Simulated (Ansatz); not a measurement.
```xyz
19

C     1.881    3.081   -2.462
S     1.263    3.379   -0.778
Au    0.421    1.354   -0.111
P    -0.435   -0.607    0.633
C     0.683   -2.035    0.513
C    -0.919   -0.592    2.384
C    -1.936   -1.177   -0.218
H     2.674    2.333   -2.476
H     1.083    2.775   -3.138
H     2.293    4.026   -2.822
H     1.589   -1.831    1.084
H     0.208   -2.943    0.894
H     0.967   -2.185   -0.530
H    -1.324   -1.560    2.689
H    -0.049   -0.352    2.997
H    -1.671    0.182    2.544
H    -1.722   -1.306   -1.280
H    -2.715   -0.419   -0.119
H    -2.293   -2.123    0.197
```

Total charge 0; spin multiplicity 1. Au takes the def2 core potential.

(1) List the ωB97M-V/def2-TZVPP orbital energies in eV (the Gaussian-basis code of Ansatz). (Best estimate.)

## Answers

(1) Computed: Occupied: -2425.05, -2106.74, -282.12, -282.12, -282.11, -281.04, -218.97, -184.16, -162.10, -161.99, -161.91, -132.80, -132.80, -132.72, -116.73, -67.24, -66.80, -66.76, -25.31, -23.02, -23.01, -22.92, -19.17, -18.65, -15.96, -15.45, -15.45, -14.65, -14.64, -14.11, -13.82, -13.44, -13.11, -12.83, -12.82, -11.91, -11.57, -11.04, -11.04, -10.48, -9.79, -8.41, -7.33. Lowest empty: 1.00, 1.33, 1.72, 2.49, 3.19, 3.27, 3.34, 3.73.
